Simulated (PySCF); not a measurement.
Potential energy of SnB⁺ along the bond

Set-up: basis Sn cc-pVDZ-PP with ECP28, B cc-pVDZ; scalar-relativistic core potentials; PySCF 2.14. Energies in eV from Sn⁺ + B in their ground configurations at the same level. State: ³Π (triplet), unpaired electrons σ ↑, π ↑.

All columns are PBE. A positive dipole points towards B; it is taken about the centre of mass and depends on that origin.

```tsv
R (Å)	E (eV)	μ (D)	Mulliken charge on Sn (basis-dependent)	HOMO (eV)	LUMO (eV)	Mayer bond order	⟨S²⟩
2.061	-1.629	1.36	0.91	-11.37	-11.57	1.37	2.00
2.157	-1.969	1.35	0.90	-11.34	-11.30	1.34	2.00
2.253	-2.162	1.36	0.89	-11.28	-11.07	1.31	2.00
2.325	-2.236	1.38	0.88	-11.12	-10.91	1.28	2.00
2.397	-2.267	1.42	0.87	-10.97	-10.77	1.26	2.00
2.469	-2.264	1.49	0.86	-10.84	-10.64	1.23	2.00
2.565	-2.225	1.59	0.85	-10.68	-10.49	1.19	2.00
2.685	-2.139	1.77	0.83	-10.51	-10.33	1.14	2.00
2.829	-2.008	2.03	0.81	-10.33	-10.16	1.07	2.00
3.020	-1.820	2.44	0.77	-10.13	-9.97	1.00	2.01
```

A fit through these points gives, at Re = 2.426 Å, μ = 1.45 D and dμ/dR = 0.823 D/Å; the reduced mass is 10.08 u.

**Question.** How strong is the fundamental in the double-harmonic approximation, I = 42.26·(dμ/dR)²/μred km/mol?

**Answer.** I = 42.26·(0.823)²/10.08 = 2.84 km/mol at PBE.

Spin–orbit coupling is left out, which matters for elements this heavy, above all for dissociation energies. For an ion De counts to the pair picked by the measured ionisation energies or electron affinities, which need not be the lowest pair at this level. The state is the lowest determinant that a PBE0 search found; another state may lie lower at other levels.

At some distances an empty level lies below a filled one, because the occupation is held.
